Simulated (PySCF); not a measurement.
C5H12OSi, SMILES C(=C/O)/[Si](C)(C)C (GFN2-xTB optimised geometry):

```
19

C      1.390    -1.322     0.000
Si    -0.518    -1.322     0.000
C     -1.161    -2.268     1.529
C     -1.157    -2.166    -1.590
C     -1.176     0.450     0.000
C     -0.927     1.316     0.972
O     -0.165     0.984     2.055
H      1.772    -0.798     0.870
H      1.787    -0.830    -0.883
H      1.787    -2.333     0.021
H     -0.802    -3.293     1.542
H     -0.827    -1.787     2.442
H     -2.246    -2.298     1.549
H     -0.808    -1.651    -2.479
H     -0.814    -3.193    -1.652
H     -2.241    -2.181    -1.623
H     -1.787     0.798    -0.818
H     -1.311     2.333     0.963
H     -0.091     1.729     2.658
```

Method: PBE0/def2-SVP run with PySCF.

**Question.** What are the frontier orbital energies and the dipole moment?

**Answer.** HOMO-2 -8.21 eV, HOMO-1 -8.06 eV, HOMO -6.53 eV, LUMO 0.56 eV, LUMO+1 1.30 eV; dipole moment 2.30 D.

Meta-Löwdin charges at PBE0/def2-SVP: C1 -0.55, Si2 0.88, C3 -0.55, C4 -0.55, C5 -0.43, C6 0.12, O7 -0.45, H8 0.12, H9 0.11, H10 0.11, H11 0.11, H12 0.12, H13 0.11, H14 0.11, H15 0.11, H16 0.11, H17 0.12, H18 0.09, H19 0.33.
